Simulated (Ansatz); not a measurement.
Start from `[OH][SbH][SiH3]` and change one atom or group to get `[CH3][SbH][SiH3]`.

Ansatz, PBE0-D4/def2-TZVP geometries, multiplicity 1. Each molecule was computed in one conformer, which needn't be the lowest.

Elements past krypton have def2 core potentials.

```csv
property,`[OH][SbH][SiH3]`
size of the dipole moment (PBE/def2-TZVPP) / D,1.55
HOMO energy (PBE/def2-TZVPP) / eV,-6.03
HOMO energy (ωB97M-V/def2-TZVPP) / eV,-9.04
HOMO–LUMO gap (PBE0/def2-TZVPP) / eV,5.70
LUMO energy (ωB97M-V/def2-TZVPP) / eV,0.38
LUMO energy (PBE0/def2-TZVPP) / eV,-1.34
```

Q: What does the change do to each property? (Best estimate.)

A: Computed: 
```json
{"property": "size of the dipole moment (PBE/def2-TZVPP) / D", "`[CH3][SbH][SiH3]`": "0.83", "shift": "-0.72"}
{"property": "HOMO energy (PBE/def2-TZVPP) / eV", "`[CH3][SbH][SiH3]`": "-5.92", "shift": "0.11"}
{"property": "HOMO energy (ωB97M-V/def2-TZVPP) / eV", "`[CH3][SbH][SiH3]`": "-8.87", "shift": "0.17"}
{"property": "HOMO–LUMO gap (PBE0/def2-TZVPP) / eV", "`[CH3][SbH][SiH3]`": "6.41", "shift": "0.71"}
{"property": "LUMO energy (ωB97M-V/def2-TZVPP) / eV", "`[CH3][SbH][SiH3]`": "1.10", "shift": "0.72"}
{"property": "LUMO energy (PBE0/def2-TZVPP) / eV", "`[CH3][SbH][SiH3]`": "-0.46", "shift": "0.88"}
```

With PBE0 the HOMO rises by 0.17 eV and the LUMO rises by 0.88 eV, so the gap widens by about 0.71 eV. PBE moves the HOMO by 0.11 eV and ωB97M-V by 0.17 eV. The zero-point energy changes by 60.8 kJ/mol with +6 modes. Dipoles are sizes alone; their direction can turn.

Spin–orbit coupling is left out; it splits and shifts lone-pair levels of the heavy atoms by tenths of an eV.
